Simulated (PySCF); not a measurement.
## Calculated data, AlB₂H₂O

All values are calculated (PySCF 2.14.0). Calculation on a computer-drawn molecule: optimised geometry and harmonic frequencies of an isolated molecule of the commonest isotopes, restricted reference for singlets and unrestricted otherwise, frozen core in MP2.

```json
{"formula": "AlB2H2O", "start_structure": {"atoms_angstrom": [["O", -2.217, 0.496, -0.016], ["B", -1.0546, 0.5802, 0.1172], ["B", 0.6391, 0.7019, 0.3115], ["Al", 2.906, 0.8631, 0.571], ["H", 3.4794, -0.531, 0.9401], ["H", 3.3482, 2.3291, 0.3182]]}, "given": {"charge": 1, "multiplicity": 1, "method": "MP2", "basis": "cc-pV(D+d)Z", "drawn_bonds_atom": [1, 2, 3, 4, 4], "drawn_bonds_other_atom": [2, 3, 4, 5, 6], "drawn_bonds_order": [2, 1, 1, 1, 1]}, "results": {"rotational_constants [GHz]": null}}
```

Questions
1. AlB₂H₂O: rotational constants?

Answers
1. 116.5, 1.576, 1.555 GHz

Further results for AlB₂H₂O:

- total energy: -367.3683 hartree
- convergence status largest gradient component: 9.248e-06 hartree/bohr

Optimised structure:
```xyz
6
AlB2H2O
O     -2.2315     0.4959    -0.0177
B     -1.0231     0.5824     0.1208
B      0.6474     0.7016     0.3123
Al     2.8951     0.8621     0.5699
H      3.4733    -0.5336     0.9399
H      3.3399     2.3308     0.3168
```

Modes:
```csv
frequency (cm⁻¹),reduced mass (dalton)
107.5,4.464
119,8.975
295.9,2.318
298.7,11.9
363.7,6.231
512.4,2.103
578,1.23
718.7,1.063
900.1,11.78
1917,12.24
2054,1.015
2100,1.071
```
